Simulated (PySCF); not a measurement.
A structure optimised at PBE-D3(BJ)/def2-SVP, used in a PySCF frequency run:

```xyz
11

Si    -0.1115     1.0802    -0.4824
Br     1.1426    -0.5590     0.4241
C     -1.7892     0.3834    -0.9948
C     -2.6096    -0.2236     0.1498
H     -0.2587     2.1529     0.5608
H      0.6390     1.6256    -1.6643
H     -2.3366     1.2234    -1.4802
H     -1.6067    -0.3650    -1.7963
H     -3.5803    -0.6201    -0.2114
H     -2.8291     0.5263     0.9377
H     -2.0644    -1.0596     0.6333
```
Charge 0, spin multiplicity 1.

Q: Write its SMILES and formula.

A: CC[SiH2]Br, C₂H₇BrSi

Q: What are its rotational constants (standard atomic weights)?

A: 6.2679, 1.6897, 1.4199 GHz
